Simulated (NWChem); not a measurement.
System: CHCl2, doublet; SMILES Cl[CH]Cl

The following NWChem deck was run.

```
start job
memory heap 200 mb stack 700 mb global 900 mb
geometry units angstroms noautosym nocenter noautoz
  Cl    -0.173850     0.007799     1.470435
  C      0.680973     0.042420     0.000000
  Cl    -0.173850     0.007799    -1.470435
  H      1.697460    -0.355374     0.000000
end
basis spherical
  * library def2-svp
end
dft
  odft
  mult 2
  xc xpbe96 cpbe96
  iterations 150
end
cosmo
  dielec 78.4
end
task dft energy
```

Excerpt of the output:

```
             Northwest Computational Chemistry Package (NWChem) 7.3.0
             --------------------------------------------------------

                             Geometry "geometry" -> ""
                             -------------------------

 Output coordinates in angstroms (scale by  1.889725989 to convert to a.u.)

  No.       Tag          Charge          X              Y              Z
 ---- ---------------- ---------- -------------- -------------- --------------
    1 Cl                  17.0000    -0.17385000     0.00779900     1.47043500
    2 C                    6.0000     0.68097300     0.04242000     0.00000000
    3 Cl                  17.0000    -0.17385000     0.00779900    -1.47043500
    4 H                    1.0000     1.69746000    -0.35537400     0.00000000

 Effective nuclear repulsion energy (a.u.)     125.8408490412

  pbe96 is a nonlocal functional; adding pw91lda local functional.

                                 NWChem DFT Module
                                 -----------------

 Summary of "ao basis" -> "ao basis" (spherical)
 ------------------------------------------------------------------------------
       Tag                 Description            Shells   Functions and Types
 ---------------- ------------------------------  ------  ---------------------
 Cl                         def2-svp                 8       18   4s3p1d
 C                          def2-svp                 6       14   3s2p1d
 H                          def2-svp                 3        5   2s1p

 in cosmo_initialize ...

 solvent parameters
 solvname_short: unkn
 solvname_long:  unknown
 dielec:       78.4000

          ---------------
          -cosmo- solvent
          ---------------
 Cosmo: York-Karplus, doi: 10.1021/jp992097l
 dielectric constant -eps-     =  78.40
 screen = (eps-1)/(eps    )    =   0.98724
 surface charge correction     = lagrangian

   van der Waals surface
 --------------------------

 ---------- ATOMIC COORDINATES (A.U.) ------------ VDWR(ANG.) --
     1   -0.32852886    0.01473797    2.77871923     2.050
     2    1.28685238    0.08016218    0.00000000     2.000
     3   -0.32852886    0.01473797   -2.77871923     2.050
     4    3.20773428   -0.67155948    0.00000000     1.300
 number of segments per atom =         32
 number of   points per atom =         32
 atom (   nspa,  nppa )
 ----------------------
    1 (     24,     0 )       0
    2 (     14,     0 )       0
    3 (     24,     0 )       0
    4 (     16,     0 )       0
 number of -cosmo- surface points =       78
 molecular surface =    103.634 angstrom**2
 molecular volume  =     77.791 angstrom**3
 G(cav/disp)       =      1.378 kcal/mol
 -lineq- algorithm             =   0
 -bem- low  level              =   2
 -bem- from -octahedral-
 gaussian surface charge width =   4.50000
 degree of switching           =   1.00000
 switching function tolerance  =   0.00010
 atomic radii =
 --------------
    1 17.000  2.050
    2  6.000  2.000
    3 17.000  2.050
    4  1.000  1.300
 ...... end of -cosmo- initialization ......

            General Information
            -------------------
          SCF calculation type: DFT
          Wavefunction type:  spin polarized.
          No. of atoms     :     4
          No. of electrons :    41
           Alpha electrons :    21
            Beta electrons :    20
          Charge           :     0
          Spin multiplicity:     2
          Use of symmetry is: off; symmetry adaption is: off
          Maximum number of iterations: 150
          AO basis - number of functions:    55
                     number of shells:    25
          Convergence on energy requested:  1.00D-06
          Convergence on density requested:  1.00D-05
          Convergence on gradient requested:  5.00D-04

              XC Information
              --------------
          PerdewBurkeErnzerhof Exchange Functional  1.000
            Perdew 1991 LDA Correlation Functional  1.000 local
           PerdewBurkeErnz. Correlation Functional  1.000 non-local

[...]

                                   COSMO solvation results
                                   -----------------------

                 gas phase energy =      -958.295350620484
                 sol phase energy =      -958.297246920117
 (electrostatic) solvation energy =         0.001896299634 (    1.19 kcal/mol)

                    DFT Final Alpha Molecular Orbital Analysis
                    ------------------------------------------

 Vector   19  Occ=1.000000D+00  E=-2.914332D-01
              MO Center= -4.9D-03, -1.0D-02, -4.2D-07, r^2= 3.2D+00
   Bfn.  Coefficient  Atom+Function         Bfn.  Coefficient  Atom+Function
  ----- ------------  ---------------      ----- ------------  ---------------
    11      0.426169  1 Cl px                43      0.426169  3 Cl px
     8      0.319979  1 Cl px                40      0.319979  3 Cl px
    51     -0.206255  4 H  s                  5      0.184437  1 Cl px
    37      0.184437  3 Cl px                22     -0.159951  2 C  px
    52     -0.086522  4 H  s                 12     -0.083386  1 Cl py

 Vector   20  Occ=1.000000D+00  E=-2.833006D-01
              MO Center= -1.4D-01,  8.1D-03,  3.9D-07, r^2= 3.3D+00
   Bfn.  Coefficient  Atom+Function         Bfn.  Coefficient  Atom+Function
  ----- ------------  ---------------      ----- ------------  ---------------
    11      0.332821  1 Cl px                13      0.331805  1 Cl pz
    43     -0.332821  3 Cl px                45      0.331805  3 Cl pz
     8      0.261156  1 Cl px                40     -0.261156  3 Cl px
    10      0.248370  1 Cl pz                42      0.248370  3 Cl pz
     5      0.150639  1 Cl px                37     -0.150639  3 Cl px

 Vector   21  Occ=1.000000D+00  E=-1.692066D-01
              MO Center=  3.6D-01,  1.2D-01,  1.1D-08, r^2= 2.3D+00
   Bfn.  Coefficient  Atom+Function         Bfn.  Coefficient  Atom+Function
  ----- ------------  ---------------      ----- ------------  ---------------
    23      0.543165  2 C  py                26      0.433903  2 C  py
    12     -0.374906  1 Cl py                44     -0.374906  3 Cl py
     9     -0.228338  1 Cl py                41     -0.228338  3 Cl py
    21      0.149301  2 C  s                  6     -0.131281  1 Cl py
    38     -0.131281  3 Cl py                20      0.106980  2 C  s

 Vector   22  Occ=0.000000D+00  E=-1.088657D-02
              MO Center=  1.8D-01, -4.7D-02, -2.5D-08, r^2= 3.0D+00
   Bfn.  Coefficient  Atom+Function         Bfn.  Coefficient  Atom+Function
  ----- ------------  ---------------      ----- ------------  ---------------
    21      1.175280  2 C  s                 13      0.632942  1 Cl pz
    45     -0.632942  3 Cl pz                20      0.579021  2 C  s
     4     -0.479417  1 Cl s                 36     -0.479417  3 Cl s
    52     -0.455659  4 H  s                 25     -0.367506  2 C  px
    22     -0.313461  2 C  px                10      0.230450  1 Cl pz

 Vector   23  Occ=0.000000D+00  E= 5.370261D-02
              MO Center=  3.3D-01,  2.2D-02,  3.1D-08, r^2= 2.7D+00
   Bfn.  Coefficient  Atom+Function         Bfn.  Coefficient  Atom+Function
  ----- ------------  ---------------      ----- ------------  ---------------
    27      1.041506  2 C  pz                24      0.620019  2 C  pz
     4     -0.574550  1 Cl s                 36      0.574550  3 Cl s
    13      0.501361  1 Cl pz                45      0.501361  3 Cl pz
    11     -0.482917  1 Cl px                43      0.482917  3 Cl px
     3     -0.190599  1 Cl s                 35      0.190599  3 Cl s

 Vector   24  Occ=0.000000D+00  E= 8.899307D-02
              MO Center=  1.8D+00, -4.4D-01, -3.5D-09, r^2= 2.7D+00
   Bfn.  Coefficient  Atom+Function         Bfn.  Coefficient  Atom+Function
  ----- ------------  ---------------      ----- ------------  ---------------
    52      2.082680  4 H  s                 25     -1.093093  2 C  px
    21     -0.984507  2 C  s                 22     -0.389576  2 C  px
    26      0.332689  2 C  py                13      0.258963  1 Cl pz
    45     -0.258963  3 Cl pz                 4     -0.170670  1 Cl s
    36     -0.170670  3 Cl s                 20     -0.154763  2 C  s

                     DFT Final Beta Molecular Orbital Analysis
                     -----------------------------------------

 Vector   18  Occ=1.000000D+00  E=-2.907663D-01
              MO Center= -1.6D-01,  6.1D-03,  3.9D-07, r^2= 3.2D+00
   Bfn.  Coefficient  Atom+Function         Bfn.  Coefficient  Atom+Function
  ----- ------------  ---------------      ----- ------------  ---------------
    12      0.464825  1 Cl py                44     -0.464825  3 Cl py
     9      0.349114  1 Cl py                41     -0.349114  3 Cl py
     6      0.202293  1 Cl py                38     -0.202293  3 Cl py

 Vector   19  Occ=1.000000D+00  E=-2.887976D-01
              MO Center=  1.6D-02, -1.3D-02, -7.0D-07, r^2= 3.2D+00
   Bfn.  Coefficient  Atom+Function         Bfn.  Coefficient  Atom+Function
  ----- ------------  ---------------      ----- ------------  ---------------
    11      0.419420  1 Cl px                43      0.419420  3 Cl px
     8      0.315656  1 Cl px                40      0.315656  3 Cl px
    51     -0.221022  4 H  s                  5      0.181851  1 Cl px
    37      0.181851  3 Cl px                22     -0.160117  2 C  px
    12     -0.100620  1 Cl py                44     -0.100621  3 Cl py

[...]
```

Level: PBE/def2-SVP, spin-unrestricted, COSMO on the gas-phase geometry. In the optimisation the excess spin sits in a' (Cs, its own frame). Coordinates come from a PBE0/def2-SVP, spin-unrestricted optimisation. No stability test was run on the SCF state. COSMO prints the solvation energy as gas minus solution, so a positive value is a stabilisation.
